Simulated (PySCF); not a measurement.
How methods differ on the ionisation energy of Mn²⁺

Mn²⁺ [Ar] 3d5 (6S) → Mn³⁺ [Ar] 3d4 (5D), as a difference of total energies. Computed with PySCF 2.14 in Sapporo-DKH3-DZP-2012 (6s5p3d1f, 43 functions), with scalar relativity by spin-free X2C-1e. Correlated levels: valence: [Ar] frozen. The calculations carry no spin-orbit coupling.

```
           method  ionisation energy (eV)  difference from reference (eV)
              UHF                  32.381                          -1.287
             BP86                  34.044                          +0.376
           r2SCAN                  33.919                          +0.251
    MP2 (valence)                  33.114                          -0.554
SCS-MP2 (valence)                  32.625                          -1.043
```

Reference: 33.668 ± 0.012 eV (measured; NIST Atomic Spectra Database, ionization energies).

The reference lies between the lowest fine-structure levels, while these numbers refer to the centres of the terms.

Errors of the correlated levels include the incompleteness of this basis and the frozen core.
